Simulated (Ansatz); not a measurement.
Ansatz (an electronic-structure program) input (HF/STO-3G):

Ansatz 0.2 input:
```yaml
crystal:
  periodic: [false, false, false]
  atoms:
    - {symbol: C, position_ang: [-2.67638851, -0.66815493, -0.33848528]}
    - {symbol: C, position_ang: [-1.46826120, 0.04972244, 0.25989300]}
    - {symbol: C, position_ang: [-0.19620114, -0.06175568, -0.56633806]}
    - {symbol: C, position_ang: [1.04087390, 0.47501431, 0.22864020]}
    - {symbol: C, position_ang: [2.29018034, 0.35586680, -0.69314593]}
    - {symbol: O, position_ang: [1.20106381, -0.12174615, 1.40433802]}
    - {symbol: H, position_ang: [-2.47371594, -1.73753657, -0.45408812]}
    - {symbol: H, position_ang: [-3.56860072, -0.56624322, 0.29036767]}
    - {symbol: H, position_ang: [-2.92587197, -0.27788499, -1.33148924]}
    - {symbol: H, position_ang: [-1.22426598, -0.34978886, 1.24808990]}
    - {symbol: H, position_ang: [-1.70953412, 1.11101196, 0.40397911]}
    - {symbol: H, position_ang: [-0.31539770, 0.46560103, -1.52680895]}
    - {symbol: H, position_ang: [-0.00316860, -1.12111823, -0.78853870]}
    - {symbol: H, position_ang: [0.84927038, 1.60040647, 0.29152175]}
    - {symbol: H, position_ang: [3.15465602, 0.77766502, -0.17304697]}
    - {symbol: H, position_ang: [2.16973216, 0.87226964, -1.65815333]}
    - {symbol: H, position_ang: [2.49716548, -0.70457063, -0.87992087]}
basis:
  gaussian:
    orbitals: STO-3G
hamiltonian:
  xc: {name: HF}
total_charge: -1
relax: {f_tol: 0.003, max_steps: 120}
```

Output:

```
Functional definition: HF
integrals: 0.00 GiB planned
634 factors; integrals over basis functions are off by at most 1.4e-5 eV
mean field: 0.09 GiB planned
mean field evaluation 1: about -7261.4506 eV, gradient 3.6e1 eV
mean field evaluation 2: about -7261.7821 eV, gradient 3.6e1 eV
mean field evaluation 4: about -7266.4904 eV, gradient 3.3e0 eV
mean field evaluation 8: about -7266.5403 eV, gradient 4.1e-2 eV
mean field -7266.54035638 eV, -267.0404326589 hartree, gradient 5.4e-5 eV, S^2 0.000000; 0 other end points of the search recorded, 0 dependent functions left out
the calculation of the forces begins
reference -7266.54035638 eV, -267.0404326589 hartree; 25, 25 occupied and 16, 16 virtual orbitals, 634 factors
relax step   1: F+E_penalty+E_count = -7266.54035638 eV  Δ(F+E_penalty+E_count) = +0.000e0 eV  max|allowed force component| = 2.149e0 eV/Å  Δτ_max = 0.0000 Å  (22 SCF iters, accepted)
these checks for a lower state are left out or cut short: starts, cluster_reference, orbital_swaps, neighbouring_geometries, increment
integrals: 0.00 GiB planned
634 factors; integrals over basis functions are off by at most 1.5e-5 eV
mean field: 0.09 GiB planned
mean field evaluation 16: about -7266.7147 eV, gradient 9.4e-6 eV
mean field -7266.71471925 eV, -267.0468403763 hartree, gradient 9.4e-6 eV, S^2 0.000000; 0 other end points of the search recorded, 0 dependent functions left out
the calculation of the forces begins
reference -7266.71471925 eV, -267.0468403763 hartree; 25, 25 occupied and 16, 16 virtual orbitals, 634 factors
relax step   2: F+E_penalty+E_count = -7266.71471925 eV  Δ(F+E_penalty+E_count) = -1.744e-1 eV  max|allowed force component| = 7.382e-1 eV/Å  Δτ_max = 0.0973 Å  (24 SCF iters, accepted)
these checks for a lower state are left out or cut short: starts, cluster_reference, orbital_swaps, neighbouring_geometries, increment
integrals: 0.00 GiB planned
634 factors; integrals over basis functions are off by at most 1.4e-5 eV
mean field: 0.09 GiB planned
mean field -7266.73625974 eV, -267.0476319747 hartree, gradient 8.9e-6 eV, S^2 0.000000; 0 other end points of the search recorded, 0 dependent functions left out
the calculation of the forces begins
reference -7266.73625974 eV, -267.0476319747 hartree; 25, 25 occupied and 16, 16 virtual orbitals, 634 factors
relax step   3: F+E_penalty+E_count = -7266.73625974 eV  Δ(F+E_penalty+E_count) = -2.154e-2 eV  max|allowed force component| = 4.397e-1 eV/Å  Δτ_max = 0.0459 Å  (25 SCF iters, accepted)
these checks for a lower state are left out or cut short: starts, cluster_reference, orbital_swaps, neighbouring_geometries, increment
integrals: 0.00 GiB planned
634 factors; integrals over basis functions are off by at most 1.4e-5 eV
mean field: 0.09 GiB planned
mean field -7266.74025635 eV, -267.0477788474 hartree, gradient 8.7e-6 eV, S^2 0.000000; 0 other end points of the search recorded, 0 dependent functions left out
the calculation of the forces begins
reference -7266.74025635 eV, -267.0477788474 hartree; 25, 25 occupied and 16, 16 virtual orbitals, 634 factors
relax step   4: F+E_penalty+E_count = -7266.74025635 eV  Δ(F+E_penalty+E_count) = -3.997e-3 eV  max|allowed force component| = 2.783e-1 eV/Å  Δτ_max = 0.0195 Å  (25 SCF iters, accepted)
these checks for a lower state are left out or cut short: starts, cluster_reference, orbital_swaps, neighbouring_geometries, increment
integrals: 0.00 GiB planned
634 factors; integrals over basis functions are off by at most 1.4e-5 eV
mean field: 0.09 GiB planned
mean field evaluation 32: about -7266.4061 eV, gradient 8.9e-1 eV
mean field -7266.74121992 eV, -267.0478142579 hartree, gradient 8.5e-6 eV, S^2 0.000000; 0 other end points of the search recorded, 0 dependent functions left out
the calculation of the forces begins
reference -7266.74121992 eV, -267.0478142579 hartree; 25, 25 occupied and 16, 16 virtual orbitals, 634 factors
relax step   5: F+E_penalty+E_count = -7266.74121992 eV  Δ(F+E_penalty+E_count) = -9.636e-4 eV  max|allowed force component| = 1.068e-1 eV/Å  Δτ_max = 0.0181 Å  (26 SCF iters, accepted)
these checks for a lower state are left out or cut short: starts, cluster_reference, orbital_swaps, neighbouring_geometries, increment
integrals: 0.00 GiB planned
634 factors; integrals over basis functions are off by at most 1.4e-5 eV
mean field: 0.09 GiB planned
mean field -7266.74211911 eV, -267.0478473028 hartree, gradient 8.5e-6 eV, S^2 0.000000; 0 other end points of the search recorded, 0 dependent functions left out
the calculation of the forces begins
reference -7266.74211911 eV, -267.0478473028 hartree; 25, 25 occupied and 16, 16 virtual orbitals, 634 factors
relax step   6: F+E_penalty+E_count = -7266.74211911 eV  Δ(F+E_penalty+E_count) = -8.992e-4 eV  max|allowed force component| = 2.923e-2 eV/Å  Δτ_max = 0.0167 Å  (25 SCF iters, accepted)
these checks for a lower state are left out or cut short: starts, cluster_reference, orbital_swaps, neighbouring_geometries, increment
integrals: 0.00 GiB planned
634 factors; integrals over basis functions are off by at most 1.4e-5 eV
mean field: 0.09 GiB planned
mean field -7266.74225114 eV, -267.0478521548 hartree, gradient 8.5e-6 eV, S^2 0.000000; 0 other end points of the search recorded, 0 dependent functions left out
the calculation of the forces begins
reference -7266.74225114 eV, -267.0478521548 hartree; 25, 25 occupied and 16, 16 virtual orbitals, 634 factors
relax step   7: F+E_penalty+E_count = -7266.74225114 eV  Δ(F+E_penalty+E_count) = -1.320e-4 eV  max|allowed force component| = 3.165e-2 eV/Å  Δτ_max = 0.0086 Å  (26 SCF iters, accepted)
these checks for a lower state are left out or cut short: starts, cluster_reference, orbital_swaps, neighbouring_geometries, increment
integrals: 0.00 GiB planned
634 factors; integrals over basis functions are off by at most 1.4e-5 eV
mean field: 0.09 GiB planned
mean field -7266.74231325 eV, -267.0478544372 hartree, gradient 8.5e-6 eV, S^2 0.000000; 0 other end points of the search recorded, 0 dependent functions left out
the calculation of the forces begins
reference -7266.74231325 eV, -267.0478544372 hartree; 25, 25 occupied and 16, 16 virtual orbitals, 634 factors
relax step   8: F+E_penalty+E_count = -7266.74231325 eV  Δ(F+E_penalty+E_count) = -6.211e-5 eV  max|allowed force component| = 3.089e-3 eV/Å  Δτ_max = 0.0076 Å  (26 SCF iters, accepted)
these checks for a lower state are left out or cut short: starts, cluster_reference, orbital_swaps, neighbouring_geometries, increment
integrals: 0.00 GiB planned
634 factors; integrals over basis functions are off by at most 1.4e-5 eV
mean field: 0.09 GiB planned
mean field evaluation 64: about -7266.7423 eV, gradient 4.2e-4 eV
mean field -7266.74233916 eV, -267.0478553894 hartree, gradient 8.5e-6 eV, S^2 0.000000; 0 other end points of the search recorded, 0 dependent functions left out
the calculation of the forces begins
reference -7266.74233916 eV, -267.0478553894 hartree; 25, 25 occupied and 16, 16 virtual orbitals, 634 factors
relax step   9: F+E_penalty+E_count = -7266.74233916 eV  Δ(F+E_penalty+E_count) = -2.591e-5 eV  max|allowed force component| = 4.760e-3 eV/Å  Δτ_max = 0.0094 Å  (26 SCF iters, accepted)
these checks for a lower state are left out or cut short: starts, cluster_reference, orbital_swaps, neighbouring_geometries, increment
integrals: 0.00 GiB planned
634 factors; integrals over basis functions are off by at most 1.4e-5 eV
mean field: 0.09 GiB planned
mean field -7266.74234507 eV, -267.0478556063 hartree, gradient 8.5e-6 eV, S^2 0.000000; 0 other end points of the search recorded, 0 dependent functions left out
the calculation of the forces begins
reference -7266.74234507 eV, -267.0478556063 hartree; 25, 25 occupied and 16, 16 virtual orbitals, 634 factors
relax step  10: F+E_penalty+E_count = -7266.74234507 eV  Δ(F+E_penalty+E_count) = -5.902e-6 eV  max|allowed force component| = 3.770e-3 eV/Å  Δτ_max = 0.0045 Å  (26 SCF iters, accepted)
these checks for a lower state are left out or cut short: starts, cluster_reference, orbital_swaps, neighbouring_geometries, increment
integrals: 0.00 GiB planned
634 factors; integrals over basis functions are off by at most 1.4e-5 eV
mean field: 0.09 GiB planned
mean field -7266.74234996 eV, -267.0478557863 hartree, gradient 8.5e-6 eV, S^2 0.000000; 0 other end points of the search recorded, 0 dependent functions left out
the calculation of the forces begins
reference -7266.74234996 eV, -267.0478557863 hartree; 25, 25 occupied and 16, 16 virtual orbitals, 634 factors
relax step  11: F+E_penalty+E_count = -7266.74234996 eV  Δ(F+E_penalty+E_count) = -4.898e-6 eV  max|allowed force component| = 3.001e-3 eV/Å  Δτ_max = 0.0046 Å  (26 SCF iters, accepted)
these checks for a lower state are left out or cut short: starts, cluster_reference, orbital_swaps, neighbouring_geometries, increment
integrals: 0.00 GiB planned
634 factors; integrals over basis functions are off by at most 1.4e-5 eV
mean field: 0.09 GiB planned
mean field -7266.74235141 eV, -267.0478558395 hartree, gradient 8.5e-6 eV, S^2 0.000000; 0 other end points of the search recorded, 0 dependent functions left out
the calculation of the forces begins
reference -7266.74235141 eV, -267.0478558395 hartree; 25, 25 occupied and 16, 16 virtual orbitals, 634 factors
relax step  12: F+E_penalty+E_count = -7266.74235141 eV  Δ(F+E_penalty+E_count) = -1.447e-6 eV  max|allowed force component| = 3.158e-3 eV/Å  Δτ_max = 0.0020 Å  (27 SCF iters, accepted)
these checks for a lower state are left out or cut short: starts, cluster_reference, orbital_swaps, neighbouring_geometries, increment
integrals: 0.00 GiB planned
634 factors; integrals over basis functions are off by at most 1.4e-5 eV
mean field: 0.09 GiB planned
mean field -7266.74235228 eV, -267.0478558712 hartree, gradient 8.5e-6 eV, S^2 0.000000; 0 other end points of the search recorded, 0 dependent functions left out
the calculation of the forces begins
reference -7266.74235228 eV, -267.0478558712 hartree; 25, 25 occupied and 16, 16 virtual orbitals, 634 factors
relax step  13: F+E_penalty+E_count = -7266.74235228 eV  Δ(F+E_penalty+E_count) = -8.645e-7 eV  max|allowed force component| = 1.491e-3 eV/Å  Δτ_max = 0.0009 Å  (26 SCF iters, accepted)
integrals: 0.00 GiB planned
634 factors; integrals over basis functions are off by at most 1.4e-5 eV
mean field: 0.09 GiB planned
mean field evaluation 96: about -7266.4109 eV, gradient 3.4e-4 eV
mean field -7266.74235228 eV, -267.0478558712 hartree, gradient 8.5e-6 eV, S^2 0.000000; 1 other end points of the search recorded, 0 dependent functions left out
the calculation of the forces begins
reference -7266.74235228 eV, -267.0478558712 hartree; 25, 25 occupied and 16, 16 virtual orbitals, 634 factors
Total energy: -7266.74235228 eV, -267.0478558712 hartree
Atom 0 at    -2.692382    -0.700660    -0.338922 Å, force     0.000099    -0.000132    -0.000039 eV/Å
Atom 1 at    -1.483771     0.055749     0.256793 Å, force     0.000156     0.000260     0.000295 eV/Å
Atom 2 at    -0.199717    -0.020534    -0.591321 Å, force     0.001388     0.000560    -0.000825 eV/Å
Atom 3 at     1.059313     0.499434     0.298785 Å, force     0.000323    -0.000603     0.001412 eV/Å
Atom 4 at     2.323998     0.324542    -0.690085 Å, force    -0.001491    -0.000790    -0.000163 eV/Å
Atom 5 at     1.165697    -0.071841     1.501008 Å, force     0.000218     0.000194    -0.000200 eV/Å
Atom 6 at    -2.464267    -1.755769    -0.460793 Å, force    -0.000060     0.000037     0.000036 eV/Å
Atom 7 at    -3.567729    -0.620458     0.301616 Å, force     0.000020     0.000013    -0.000043 eV/Å
Atom 8 at    -2.958517    -0.304677    -1.315738 Å, force     0.000062    -0.000062     0.000035 eV/Å
Atom 9 at    -1.236701    -0.350732     1.236986 Å, force    -0.000082     0.000043    -0.000035 eV/Å
Atom 10 at    -1.765156     1.097208     0.405976 Å, force     0.000000    -0.000073     0.000112 eV/Å
Atom 11 at    -0.332845     0.550008    -1.511580 Å, force    -0.000245    -0.000142    -0.000249 eV/Å
Atom 12 at    -0.041694    -1.059140    -0.879028 Å, force     0.000050    -0.000032    -0.000025 eV/Å
Atom 13 at     0.904582     1.620307     0.272935 Å, force    -0.000559     0.000716    -0.000137 eV/Å
Atom 14 at     3.216484     0.747720    -0.234890 Å, force    -0.000151     0.000001     0.000389 eV/Å
Atom 15 at     2.186172     0.813647    -1.653497 Å, force     0.000082     0.000127    -0.000218 eV/Å
Atom 16 at     2.528068    -0.726045    -0.881431 Å, force     0.000191    -0.000117    -0.000347 eV/Å
Dipole moment:    -0.956091    -0.070387    -0.790945 e Å
```

The dipole moment of an ion depends on the origin.

The geometry given is a B3LYP-D3(BJ)/def2-TZVP minimum.
